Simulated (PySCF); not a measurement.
Electronic structure of Xe⁺ (xenon, charge +1) at the M06-L level

Configuration: [Kr] 4d10 5s2 5p5, 2P determinant. All numbers are calculated (PySCF 2.14, scalar relativity through the core potential, in def2-SVP with the def2 core potential (28 electrons) (6s5p3d2f, 50 functions)).

| Item | Value |
| --- | --- |
| Total energy | -329.0875 hartree |
| One-electron energy | -562.4564 hartree |
| Hartree (Coulomb) energy | 256.9714 hartree |
| Exchange-correlation energy | -23.6025 hartree |
| ⟨S²⟩ | 0.7537 |
| ⟨L²⟩ | 2.021 |
| Sum of ⟨r⟩ | 29.55 bohr |
| Sum of ⟨r²⟩ | 48.81 bohr² |
| Traceless quadrupole moment −½Σ⟨3z² − r²⟩ along its main axis | 2.00 e·bohr² |
| Time after the integrals | 1.2 s of wall time on 1 thread of Neoverse-N1 (shared host) |

| shell | electrons | mean orbital energy (hartree) | spread (hartree) | rms radius, mean of both spins (bohr) |
| --- | --- | --- | --- | --- |
| 4s α | 1 | -7.74234 | 0 | 0.768 |
| 4s β | 1 | -7.73945 | 0 | 0.768 |
| 4p α | 3 | -5.66178 | 0.02367 | 0.822 |
| 4p β | 3 | -5.65862 | 0.02035 | 0.822 |
| 4d α | 5 | -2.58573 | 0.02542 | 0.936 |
| 4d β | 5 | -2.58046 | 0.01724 | 0.936 |
| 5s α | 1 | -1.09233 | 0 | 1.96 |
| 5s β | 1 | -1.05448 | 0 | 1.96 |
| 5p α | 3 | -0.63714 | 0.05023 | 2.33 |
| 5p β | 2 | -0.60774 | 0 | 2.33 |

Energies and moments cover only the electrons outside the core potential.
